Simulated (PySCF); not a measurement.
MoO2F2, SMILES [O]=[Mo]([F])([F])=[O], multiplicity 1. Coordinates come from a PBE-D3(BJ)/def2-SVP optimisation. The spin state was assumed, not searched. The def2 effective core potentials stand for the cores of Mo; spin–orbit coupling is left out.

Method: PBE-D3(BJ)/def2-SVP in PySCF.

Harmonic wavenumbers (cm⁻¹): 174, 227, 238, 264, 358, 695, 723, 1012, 1027. Rotational constants (GHz): 3.856, 3.407, 3.105; symmetry number 2.

Q: Work out the zero-point energy and the ideal-gas rigid-rotor harmonic-oscillator thermochemistry at 298.15 K and 1 atm.

A: ZPE = ½ Σ hcν = ½ × 4720 cm⁻¹ = 28.23 kJ/mol. H − E(el) = 45.32 kJ/mol. Entropy in J/(mol K): translation 172.50, rotation 104.98, vibration 40.31, total 317.79. G − E(el) = -49.43 kJ/mol. Cp = 79.65 J/(mol K).
